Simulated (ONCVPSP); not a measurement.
## u(r) = r·R(r): atom against pseudo-atom (nickel)

Columns: radius, all-electron u(r) and pseudo u(r) of the 3p shell (level -80.51 eV) of nickel in the configuration [Ne] 3s2 3p6 3d8 4s1; PBE, scalar-relativistic, ONCV scheme, ONCVPSP 4.0.1.

```
r (bohr)  all-electron  pseudo
   0.080       -0.5122  0.0509
   0.160       -0.5948  0.1923
   0.240       -0.2011  0.3977
   0.320        0.3072  0.6327
   0.400        0.7340  0.8574
   0.480        1.0211  1.0378
   0.560        1.1738  1.1561
   0.640        1.2214  1.2074
   0.720        1.1968  1.1931
   0.800        1.1273  1.1272
   0.880        1.0334  1.0334
   0.960        0.9290  0.9291
   1.040        0.8234  0.8234
   1.120        0.7219  0.7219
   1.200        0.6276  0.6276
   1.280        0.5421  0.5421
   1.360        0.4657  0.4657
   1.440        0.3985  0.3985
   1.520        0.3397  0.3398
   1.600        0.2888  0.2888
   1.680        0.2449  0.2449
   1.760        0.2072  0.2072
   1.840        0.1751  0.1751
   1.920        0.1477  0.1477
   2.000        0.1244  0.1244
   2.080        0.1046  0.1046
```

(1) How many radial nodes do the two functions have?

(2) At about which radius was the pseudo-wave matched?

(3) Is the pseudo-wave norm-conserving?

Answers

(1) The all-electron 3p function has n − l − 1 = 1; the pseudo-wave has 0, since the states of the same l below it are removed with the core.

(2) 0.85 bohr, where the columns begin to agree (steps of 0.08 bohr).

(3) Yes: the ONCV scheme keeps the norm inside the radius equal to the all-electron one, which fixes the energy derivative of the logarithmic derivative at the level.
